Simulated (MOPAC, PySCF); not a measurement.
C2H4N2, SMILES `NC#CN`, neutral singlet in the gas phase. 

Cartesian coordinates (Å):
```xyz
8

N     -1.2907     0.6929     1.2891
C     -0.4177     0.2086     0.3852
C      0.3541    -0.1796    -0.4569
N      1.1664    -0.6363    -1.4291
H     -0.9197     0.9498     2.1914
H     -2.1863     0.2321     1.3490
H      1.8215    -1.3603    -1.1756
H      1.5625     0.0519    -2.0517
```
Charge 0, spin multiplicity 1.

All levels are single points at this geometry (B3LYP-D3(BJ)/def2-TZVP); Pople sets use spherical d functions. Orbital energies aren't observables, and empty levels follow the basis.

PBE-D3(BJ)/def2-TZVP in PySCF gives gap (eV) = 4.98.

Estimate the gap (eV) from each of these levels: B3LYP-D3(BJ)/def2-TZVP in PySCF; BP86/6-31G* in PySCF; SVWN5/6-31G* in PySCF; HF/6-31G* in PySCF; AM1 in MOPAC; PM3 in MOPAC; PM6 in MOPAC; PM7 in MOPAC.


```csv
level,gap (eV)
B3LYP-D3(BJ)/def2-TZVP in PySCF,6.44
BP86/6-31G* in PySCF,5.91
SVWN5/6-31G* in PySCF,5.82
HF/6-31G* in PySCF,14.72
AM1 in MOPAC,11.00
PM3 in MOPAC,10.27
PM6 in MOPAC,10.68
PM7 in MOPAC,10.70
```
